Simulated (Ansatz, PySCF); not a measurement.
Species: CH4BS2 (charge 0, doublet). SMILES: SB([CH2])S
Geometry: optimised at B3LYP-D3(BJ)/def2-TZVP (Ansatz, a first-principles code).

Property: enthalpy of formation at 298 K, in kcal/mol. Terms: non-relativistic; 6-311+G** with 5d, 6d on Na to Ar in Ansatz; LANL2DZ with its own core potentials from Na on; UHF or UKS for open shells; valence correlation only; no spin-orbit coupling; dispersion terms only where a functional's name holds one. Basis-set limits of correlation are two-point, X^-3; Hartree-Fock from the larger set. First-principles rows: single points at B3LYP-D3(BJ) geometries (Ansatz), with unscaled harmonic terms from B3LYP/6-31G* (Ansatz) at its own minima, enthalpies of formation by atomisation with measured atoms.

Coupled cluster (Ansatz) is a level with limits of its own, used here on species with T1 under 0.025 (0.045 for open shells) and stable references: CCSD(T)/CBS(aug-cc-pV(T+d)Z,aug-cc-pV(Q+d)Z).

Value to compare with, CCSD(T)/CBS(aug-cc-pV(T+d)Z,aug-cc-pV(Q+d)Z) (Ansatz): 8.1 kcal/mol.

```
level                            program  enthalpy of formation at 298 K (kcal/mol)  difference
------------------------  --------------  -----------------------------------------  ----------
HF/STO-3G                         Ansatz                                       41.9        33.8
HF/3-21G                          Ansatz                                      231.8       223.7
HF/LANL2DZ                        Ansatz                                      237.7       229.6
PBE/6-311+G**                     Ansatz                                       -2.0       -10.1
B3LYP/STO-3G                      Ansatz                                     -147.0      -155.1
B3LYP/def2-SVP                    Ansatz                                        8.9         0.8
B3LYP/6-311+G**                   Ansatz                                       18.9        10.8
M06-2X/6-311+G**                   PySCF                                       12.2         4.1
MP2/LANL2DZ                       Ansatz                                      149.9       141.8
B2PLYP-D3(BJ)/def2-TZVPD  Ansatz + dftd3                                       11.6         3.5
```

Among the 9 habitual levels, HF/LANL2DZ lies farthest from CCSD(T)/CBS(aug-cc-pV(T+d)Z,aug-cc-pV(Q+d)Z) (Ansatz) (229.6 kcal/mol) and B3LYP/def2-SVP nearest (0.8); 7 of 9 lie above it, and their mean absolute difference is 90.0 kcal/mol, the median 33.8. One case shows no general order.

The levels are drawn from those run, B3LYP/6-31G* more often than the rest, none by its result; left out are runs that failed, that the program found above a lower state of the same kind, or whose <S^2> lies over 0.5 above the pure value.
